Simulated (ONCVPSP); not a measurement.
**Before and after: ONCV potential for gadolinium**

```
Element                 : gadolinium
Generator               : ONCVPSP 4.0.1
Type                    : optimised norm-conserving Vanderbilt (ONCV)
Functional              : PBE
Relativity              : scalar-relativistic
Frozen core             : [Xe] 4f7
Valence charge          : 3
Reference configuration : 5d2 6s1
Partial waves           : 6s: rc 3.00 bohr, ncon 3, nbas 7, qcut 1.8 1/bohr, 2 projectors, debl 2.5 Ha; p scattering state at 0.15 Ha: rc 3.20 bohr, ncon 4, nbas 9, qcut 2.5 1/bohr, 2 projectors, debl 1.4 Ha; 5d: rc 3.15 bohr, ncon 4, nbas 8, qcut 5.4 1/bohr, 2 projectors, debl 3.6 Ha
Local potential         : polynomial inside 1.85 bohr (lpopt 5, dvloc0 2 Ha)
Core correction         : none
```

Change: local potential polynomial inside 1.85 bohr (lpopt 5, dvloc0 6 Ha).

Cutoffs: the cutoffs (Ha) at which the residual kinetic energy of the hardest occupied pseudo-wave falls to 1 and 0.1 mHa per electron; they do not see the model core or the augmentation charge, which bear on the density cutoff. Errors are all-electron minus pseudo energies relative to the spin-unpolarised reference configuration.

Q: How do hardness, ghosts and transferability respond?

A: The potential gets neither clearly harder nor softer (7.7 Ha and 9.6 Ha → 7.7 Ha and 9.6 Ha); the lowest positive-energy flag moves from s at 21.2 eV to p at 61.2 eV; the errors of the 4 common tests hardly move; the range in which the s phases agree widens (upper end 0.6 → 2.4); neither file shows a bound ghost.

| quantity | base | changed |
| --- | --- | --- |
| cutoff, loose | 7.7 Ha | 7.7 Ha |
| cutoff, tight | 9.6 Ha | 9.6 Ha |
| bound ghosts | none | none |
| GHOST(+) flags under 300 eV | s at 21.2 eV, p at 38.7 eV | p at 61.2 eV, s at 70.7 eV |
| error for 5d1 6s2, meV [ΔE -1.77 eV] | +44 | +44 |
| error for 5d1 6s1, meV [ΔE 4.88 eV] | +22 | +21 |
| error for 5d1 6s0, meV [ΔE 16.97 eV] | +188 | +188 |
| error for 5d1 6s1 6p1, meV [ΔE 1.10 eV] | +33 | +32 |
| s: phases at 3.05 bohr within 0.05 rad from the reference energy up to (Ha; the scan ends near 5) | 0.6 | 2.4 |
| p: phases at 3.25 bohr within 0.05 rad from the reference energy up to (Ha; the scan ends near 5) | 1.4 | 2.0 |
| d: phases at 3.19 bohr within 0.05 rad from the reference energy up to (Ha; the scan ends near 5) | to the end of the scan | to the end of the scan |

Base: The cutoffs count occupied waves only; projector 2 of the p channel, the hardest unoccupied one, needs 32 Ha at the loose tolerance. Changed file: The cutoffs count occupied waves only; projector 2 of the p channel, the hardest unoccupied one, needs 32 Ha at the loose tolerance.
